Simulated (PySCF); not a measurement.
Cartesian coordinates in Å; atom numbers follow the order of the lines, from 1:
```xyz
14

B    -2.6616    0.2901    0.1735
C    -1.5708    1.0569   -0.6271
O    -0.2446    1.0317   -0.1518
Si    0.7647   -0.2867   -0.3254
Si    2.7547    0.2534    0.7773
H    -3.7975    0.3340   -0.2408
H    -2.4168   -0.3096    1.1936
H    -1.6326    0.7773   -1.7029
H    -1.9167    2.1142   -0.6295
H     1.0013   -0.5703   -1.7809
H     0.1379   -1.5200    0.2571
H     2.4927    0.4993    2.2280
H     3.7213   -0.8819    0.6477
H     3.3660    1.4774    0.1754
```

Geometry: PBE0-D3(BJ)/def2-SVP; GIAO shifts from PySCF 2.14.0 with density-fitted response routines, gas phase, non-relativistic, averaged over equivalent atoms.

At B97-2/pcSseg-1 (144 basis functions, 15 s wall time on 1 thread of an Arm Neoverse V1, shared host):
| atoms | δ (ppm) |
| --- | --- |
| B1 | 85.6 |
| C2 | 74.8 |
| O3 | 4.7 |
| Si4 | -19.7 |
| Si5 | -103.4 |
| H6/H7 | 7.58 |
| H10/H11 | 5.06 |
| H8/H9 | 4.45 |
| H12/H13/H14 | 3.46 |

Shifts are taken against calculated references (same method and geometry level): $^{11}$B (101.82 ppm) vs BF3·OEt2; $^{13}$C (183.69 ppm) and $^{29}$Si (357.41 ppm) and $^{1}$H (31.38 ppm) against TMS; H2O for $^{17}$O (331.62 ppm).

Problem. Estimate the result of repeating the calculation with BP86/pcSseg-1.

Solution. 
```tsv
atoms	δ at BP86/pcSseg-1	change
B1	91.1	+5.5
C2	81.2	+6.4
O3	20.3	+15.6
Si4	-18.6	+1.1
Si5	-111.0	-7.6
H6/H7	8.01	+0.43
H10/H11	5.41	+0.35
H8/H9	4.74	+0.29
H12/H13/H14	3.58	+0.12
```

δ = σ(ref) − σ, references computed at the same level: $^{11}$B (σref 95.26) against BF3·OEt2; $^{13}$C (σref 179.74), $^{29}$Si (σref 333.91), $^{1}$H (σref 31.27) vs TMS; $^{17}$O (σref 332.56) vs H2O.

The largest change is at O3 (oxygen bonded to C, Si). Cost: 144 basis functions, 18 s wall time on 1 thread of an Arm Neoverse V1, shared host.

A carbon bonded to boron is broadened by the quadrupolar boron nucleus and is often missing from a measured spectrum. Experimental scales use liquid or dissolved standards, which lie at an offset from isolated H2O (liquid H2O: subtract about 36 ppm).
